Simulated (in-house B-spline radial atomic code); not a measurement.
# RPA and G0W0 on LDA VWN5: Ta5+

Configuration [Xe] 4f14, mean-field start LDA VWN5. Computed with an all-electron radial atomic-structure program (B-spline basis): all electrons, scalar-relativistic (spin-free one-electron X2C), finite nucleus, each spin shell either full or empty, empty states to l = 9 with an (l + 1/2)⁻⁴ tail; G0W0 by contour deformation at full frequency.

Without the two-electron picture change, the correlation of inner shells comes somewhat too large for so heavy an element.

Command:
```bash
python run_gw.py task.json out
```
Settings (radii: box in bohr, nucleus in fm):
```
Z                        73
electrons                68
configuration            [Xe] 4f14
hamiltonian              x2c
method                   lda,vwn
lmax                     9
rms_radius               5.3507
spin_polarised           False
box_radius               10.43
intervals                66
```

Time taken, with all properties: 3.1 s on 1 thread of Arm Neoverse V2, on a shared host.

Energies (hartree):

| term | value |
| --- | --- |
| mean-field total | -15590.44363 |
| Hartree-Fock functional on these orbitals | -15595.46476 |
| direct second order | -7.4761 |
| second-order exchange | 1.8394 |
| SOSEX correction | 1.6988 |

Question: What is the RPA correlation energy, and what remains with SOSEX?

Answer: RPA gives -6.3466 hartree (-2.54 eV per electron); RPA + SOSEX gives -4.6478, and the second-order doubles -5.6368 hartree (no singles). RPA lacks exchange-type terms and so overcorrelates at short range.

Quasi-particle levels (eV):

```csv
level,occupied,mean field,Σx - vxc,Σc,QP weight,G0W0
4f,yes,-82.68,-17.28,?,?,?
5p,yes,-95.53,-8.37,-0.61,0.957,-104.51
5d,no,-54.37,8.03,-1.86,0.972,-48.20
```

G0W0 = mean field + (Σx - vxc) + Σc, with Σc (partial-wave tail included) taken at the quasi-particle energy. Only the outer levels were computed. Levels of low weight are left out.

Question: Where does G0W0 put 4f?

Answer: At -95.25 eV, with Σc = 4.70 eV and a quasi-particle weight of 0.922. The tabulated removal energy is 94.01 ± 0.05 eV (NIST, semi-empirical); the calculation leaves out spin-orbit coupling, Breit and QED terms, and what these don't explain is the method's own error.
